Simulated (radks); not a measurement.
Values are calculated unless marked as measured or tabulated.
Task: Code: a radial shooting solver on a logarithmic mesh with Libxc functionals. Model: scalar-relativistic Kohn-Sham, exchange-only LDA, spin-polarised, spherical densities, finite nucleus; open shells are filled with parallel spins first (spin-orbit coupling, left out, can overturn this in heavy ions); Fermi nuclear charge, rms radius of each element as measured or else 0.836 A^(1/3) + 0.57 fm. Response by self-consistent Sternheimer equations with the Hartree and adiabatic exchange-only LDA kernel, the relativistic mass of each level held fixed and spin-orbit coupling left out. For heavy and open-shell atoms this level of theory can miss by tens of per cent. Estimate the static dipole polarisabilities of Se ([Ar] 3d10 4s2 4p4) and Cl3+ ([Ne] 3s2 3p2) and the C6 coefficients of the three pairs.

Result: alpha = 30.31 and 4.368 bohr^3; C6 = 257.1 (Se-Se), 52.21 (Se-Cl3+), 11.86 (Cl3+-Cl3+) hartree bohr^6.
